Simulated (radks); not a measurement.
Values are calculated unless marked as measured or tabulated.
Ionisation of neutral silicon, [Ne] 3s2 3p2, to [Ne] 3s2 3p1 as the strength of local exchange is varied. Level of theory: scalar-relativistic Kohn-Sham, Slater X-alpha exchange (alpha = 2/3 is LDA exchange), no correlation, spin-polarised, spherical densities, finite nucleus; open shells are filled with parallel spins first; Fermi nuclear charge, rms radius 3.1224 fm (a radial shooting solver on a logarithmic mesh with Libxc functionals).

| alpha | E(Si) (hartree) | exchange (hartree) | IE (eV) | -e of the level emptied (eV) | <r> of it (bohr) |
|---|---|---|---|---|---|
| 0.551 | -284.60391 | -15.19262 | 6.431 | 3.037 (3p) | 2.976 |
| 0.667 | -287.81839 | -18.56931 | 7.436 | 3.901 (3p) | 2.819 |
| 0.68 | -288.18056 | -18.95156 | 7.553 | 4.004 (3p) | 2.803 |
| 0.903 | -294.45364 | -25.62817 | 9.689 | 5.920 (3p) | 2.564 |
| 0.937 | -295.42008 | -26.66594 | 10.036 | 6.238 (3p) | 2.533 |
| 1.008 | -297.44675 | -28.84993 | 10.779 | 6.923 (3p) | 2.471 |

NIST Atomic Spectra Database: 8.152 eV (measured). The Delta-SCF value meets it near alpha = 0.74. Open shells are spherical and high-spin; term and fine-structure splittings are not resolved.
